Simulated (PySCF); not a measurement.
PySCF input (B3PW91/6-31G* (5d)):

```python
from pyscf import gto, dft

mol = gto.M(
    atom='''
    O    -1.26833340   -0.54710562    0.00824721
    S    -0.14922914    0.49793037    0.02004487
    F     1.39270370   -0.39889344   -0.04296616
    ''',
    basis='6-31g*',
    charge=-1,
    spin=0,
    verbose=4,
)

mf = dft.RKS(mol, xc='b3pw91')
mf.grids.level = 3
mf.conv_tol = 1e-9
mf.max_cycle = 100
mf.max_memory = 1500
mf.kernel()
if not mf.converged:
    mf = mf.newton()
    mf.kernel(mf.make_rdm1())
mf.dip_moment()
```

Problem. Predict the final energy.

Solution. -573.09465 Eh.
